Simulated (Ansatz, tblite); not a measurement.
Removing and adding an electron: Ga(H2O)F3 (GaOF₃H₂). Charge 0, multiplicity 1. Geometry: PBE-D4/def2-SVP. Ansatz, gas phase; energy differences of separate SCF runs; the oxidised species was run as a doublet alone; the reduced species was run as a doublet alone.

Cartesian coordinates in Å:
```
Ga -0.371 -0.167 0.778
O 0.329 -0.165 -1.183
H 1.292 -0.029 -1.044
H -0.010 0.691 -1.525
F -1.288 -1.638 1.055
F -1.239 1.357 0.522
F 1.287 -0.050 1.397
```

The xTB rows come from tblite. HOMO above LUMO, or a gap near zero within one spin, warns that the state may not be the lowest or that an electron is smeared out.

```tsv
level	−HOMO (eV)	vertical IE (eV)	−LUMO (eV)	vertical EA (eV)	HOMO–LUMO gap (eV)	IE − EA (eV)	remarks
GFN1-xTB	13.37	17.17	7.72	4.38	5.65	12.79	–
GFN2-xTB	13.71	17.41	8.50	4.51	5.20	12.90	–
PBE-D4/def2-TZVPD	8.90	–	2.56	0.43	6.35	–	HOMO above zero (-1 doublet)
PBE0-D4/def2-TZVP	10.87	13.31	1.30	–	9.57	–	–
```

(1) Estimate the rows for PBE-D4/def2-TZVP, r2SCAN-D4/def2-TZVP, r2SCAN-D4/def2-TZVPD, PBE0-D4/def2-TZVPD.

Answers

(1) 
| level | −HOMO (eV) | vertical IE (eV) | −LUMO (eV) | vertical EA (eV) | HOMO–LUMO gap (eV) | IE − EA (eV) | remarks |
| --- | --- | --- | --- | --- | --- | --- | --- |
| PBE-D4/def2-TZVP | 8.77 | 12.34 | 2.30 | – | 6.47 | – | gap within one spin near zero (+1 doublet) |
| r2SCAN-D4/def2-TZVP | 9.27 | 12.70 | 1.84 | – | 7.43 | – | gap within one spin near zero (+1 doublet) |
| r2SCAN-D4/def2-TZVPD | 9.36 | – | 2.05 | 0.23 | 7.31 | – | HOMO above zero (-1 doublet) |
| PBE0-D4/def2-TZVPD | 10.97 | – | 1.64 | 0.22 | 9.33 | – | HOMO above zero (-1 doublet) |

   A HOMO above zero means that the electron is unbound at that level or that self-interaction error raises the level; the energy of removing that electron tells which. Raw xTB energy differences between charge states are shifted by several eV; the methods need an empirical correction for them.
